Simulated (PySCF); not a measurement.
CH₈N₂SSi₂.
Bonds: C1–S2, S2–Si3, Si3–N4, N4–Si5, Si5–N6, Si3–N6. Hydrogens: H7, H8, H9 on C1; H10 on Si3; H11 on N4; H12, H13 on Si5; H14 on N6.

Computed, not measured: PBE0-D3(BJ)/def2-SVP geometry optimisation, gas phase (PySCF 2.14.0).

Q: List the bond lengths, angles and torsions at this level.

A: 
```csv
bond,length (bohr)
C1–S2,3.446
S2–Si3,4.023
"Si3–N4, Si3–N6",3.300
"N4–Si5, Si5–N6",3.300
"C1–H7, C1–H8, C1–H9",2.075
Si3–H10,2.817
"N4–H11, N6–H14",1.906
Si5–H12,2.828
Si5–H13,2.831
```

Bonds in one row agree within 0.02 bohr and their mean is given. A selection of angles:
```csv
angle,degrees
S2–C1–H7,110.6
S2–C1–H9,107.3
H7–C1–H8,109.4
C1–S2–Si3,98.7
S2–Si3–N4,116.1
S2–Si3–H10,103.5
N4–Si3–N6,86.2
N4–Si3–H10,117.6
Si3–N4–Si5,93.8
Si3–N4–H11,132.3
Si5–N4–H11,133.8
N4–Si5–N6,86.2
N4–Si5–H12,115.7
N4–Si5–H13,115.7
H12–Si5–H13,107.2
```

Dihedral angles: C1–S2–Si3–N4 49° (synclinal); S2–Si3–N4–Si5 -118° (anticlinal); Si3–N4–Si5–N6 1° (synperiplanar); N4–Si5–N6–Si3 -1° (synperiplanar); S2–Si3–N6–Si5 118° (anticlinal).

All 4 N–Si bonds measure 1.746 Å. The 4-membered ring Si3–N4–Si5–N6 has internal angles of 86.2° to 93.8°; it is planar, 0.00 Å rms from its mean plane, widest ring torsion 1°. Si5 (SiH2 silicon) has angles from 86.2° to 115.8°. Of the pairs four or more bonds apart, C1···Si5 is among the closest relative to their van der Waals radii: 3.97 Å, 104 % of the sum of Bondi's values. Si3 (SiH silicon) has angles from 86.2° to 117.6°. N4 (nitrogen bridging silicon atoms) is planar (angles 133.8°, 132.3° and 93.8°, sum 360.0°, 0.01 Å off the plane of its three neighbours).

Point group: Cs (every atom within 0.08 Å of its image). Not checked by PBE0-D3(BJ)/def2-SVP frequencies. One conformer, not necessarily the lowest.
